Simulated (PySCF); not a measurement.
(E)-2-fluorobut-2-ene (C₄H₇F), SMILES C/C=C(\C)F. Atoms are numbered in the order given.

```xyz
12

C     -0.1143     2.0628     0.0000
C      0.6335     0.7605     0.0000
C      0.1042    -0.4628     0.0000
C     -1.3250    -0.8990     0.0000
F      0.9399    -1.5273     0.0000
H      0.1472     2.6654    -0.8858
H     -1.2049     1.9247     0.0000
H      0.1472     2.6654     0.8858
H      1.7284     0.8045     0.0000
H     -1.5270    -1.5190    -0.8882
H     -1.5270    -1.5190     0.8882
H     -2.0135    -0.0453     0.0000
```
Charge 0, spin multiplicity 1.

The structure is a stationary point at ωB97X-D3(BJ)/def2-SVP.

Level of theory: PBE/pcSseg-1 run with PySCF.

GIAO shieldings, no solvent; atoms alike by connectivity are averaged. δ = σ(ref) − σ: ¹³C against TMS (σ = 182.0 ppm); ¹⁹F against CFCl3 (σ = 133.6 ppm); ¹H against TMS (σ = 31.49 ppm), references at their B3LYP-D3(BJ)/def2-TZVP geometries, non-relativistic.

Computed chemical shifts:
| nucleus | atoms | count | δ (ppm) |
|---|---|---|---|
| ¹³C | C3 | 1 | 167.2 |
| ¹³C | C2 | 1 | 106.3 |
| ¹³C | C1 | 1 | 17.2 |
| ¹³C | C4 | 1 | 16.9 |
| ¹⁹F | F5 | 1 | -106.9 |
| ¹H | H9 | 1 | 5.31 |
| ¹H | H10, H11, H12 | 3 | 2.13 |
| ¹H | H6, H7, H8 | 3 | 1.96 |
